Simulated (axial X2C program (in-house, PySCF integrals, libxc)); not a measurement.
**Nuclear properties of IrI⁺**

Computed with an axial X2C code built on PySCF integrals: two-component X2C with atomic mean-field Coulomb and Gaunt terms, Gaussian nuclei, basis Ir dyall-cv3z, I dyall-cv3z with contracted cores.

R = 2.457 Å (near the PBE0 minimum at charge 1 of the determinant lowest at the starting distance; the state shown can have its own minimum elsewhere).

Determinant lowest in the PBE0 search, Ω = 9/2 (⟨Sz⟩ = 1.44, ⟨Lz⟩ = 3.06 at PBE0), spin on the atoms Ir 1.18, I 0.26:

```csv
level,Eeff magnitude (GV/cm),Ws magnitude Ir (kHz),A∥/gI Ir (MHz),qzz Ir (a.u.),A∥/gI I (MHz),qzz I (a.u.)
PBE0,10.2,1.86,1420,0.55,159,6.74
PBE,5.98,0.814,1570,1.06,164,7.41
BP86,5.2,0.661,1580,1.12,170,7.47
LDA,3.91,0.338,1520,1.27,188,7.60
```

Eeff is the effective electric field on the electron electric dipole moment in this Ω state and Ws the scalar–pseudoscalar constant of the nucleus named (defined with the proton number Z and per Ω); A∥ (defined per Ω) follows by multiplying with gI = μI/(I μN); qzz is the electric field gradient, eQq0 = 234.96 MHz × Q/barn × qzz. The operators were transformed with the bare-nucleus X2C matrices; with these basis sets, hyperfine constants and field gradients can be off by tens of per cent, and where levels differ in sign neither size nor sign is settled.

Problem. With gI(193Ir) = 0.1091, gI(127I) = 1.1253, Q(127I) = -0.68822 barn (g factors from the IAEA table of nuclear moments by Stone; Q from Pyykkö, Mol. Phys. 2018), turn the PBE0 values of the first state into constants in MHz.

Solution. A∥(193Ir) = 1420 × 0.1091 = 155 MHz; A∥(127I) = 159 × 1.1253 = 179 MHz; eQq0(127I) = 234.96 × (-0.68822) × (6.74) = -1090 MHz.

Each state is one determinant with collinear spin, which with several unpaired electrons need not be a pure state. With several open shells hyperfine constants can be off by a factor of several. Where Eeff spreads by more than a factor of two the levels disagree and none is to be relied on. Left out as unconverged or as another state under the same occupation: HF in at least one table. At BP86, LDA, PBE a later determinant lies lower. States lie within half an eV, so the first need not be the ground state. Further determinants of the search, some of them spin-mixed, are not shown. Where a field gradient or hyperfine factor spreads by more than a factor of two over the levels, a constant derived from it is not to be relied on.
